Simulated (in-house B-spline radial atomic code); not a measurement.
**The titanium ion Ti⁶⁺: [Ne] 3s1 3p4 4d1 (an excited or competing configuration)**

Method: Dirac-Hartree-Fock, average of configuration, Fermi nucleus of rms radius 3.5921 fm. Calculated with a B-spline radial code for spherical atoms.

Screening seen three ways: the hydrogenic charge with the same mean radius, Z_r = [3n² - l(l+1)]/(2<r>), the one with the same energy, Z_e = n√(-2ε), and Slater's rules. Values are occupation-weighted means over j.

```json
{"shell": "1s", "electrons": "2", "ε (eV)": "-5148.8", "<r> (bohr)": "0.06952", "Z_r": "21.58", "Z_e": "19.45", "Slater": "21.70"}
{"shell": "2s", "electrons": "2", "ε (eV)": "-713.58", "<r> (bohr)": "0.3216", "Z_r": "18.66", "Z_e": "14.48", "Slater": "17.85"}
{"shell": "2p", "electrons": "6", "ε (eV)": "-610.18", "<r> (bohr)": "0.2876", "Z_r": "17.38", "Z_e": "13.39", "Slater": "17.85"}
{"shell": "3s", "electrons": "1", "ε (eV)": "-183.58", "<r> (bohr)": "0.9195", "Z_r": "14.68", "Z_e": "11.02", "Slater": "11.80"}
{"shell": "3p", "electrons": "4", "ε (eV)": "-151.79", "<r> (bohr)": "0.9505", "Z_r": "13.15", "Z_e": "10.02", "Slater": "11.80"}
{"shell": "4d", "electrons": "1", "ε (eV)": "-50.328", "<r> (bohr)": "2.435", "Z_r": "8.63", "Z_e": "7.69", "Slater": "7.00"}
```

The least bound orbital is 4d5/2 at -50.32 eV, and it is also the most diffuse (<r> = 2.435 bohr).

Spin-orbit splittings of the orbital energies (j = l + 1/2 above j = l - 1/2 when positive): 2p 5.94 eV, 3p 0.892 eV, 4d 0.02391 eV.

For the 1s electron the small component carries 0.621 % of the norm, the zero-frequency Breit interaction raises the level by 4.883 eV, self-energy by 2.32 eV, and vacuum polarisation lowers it by 0.1803 eV.
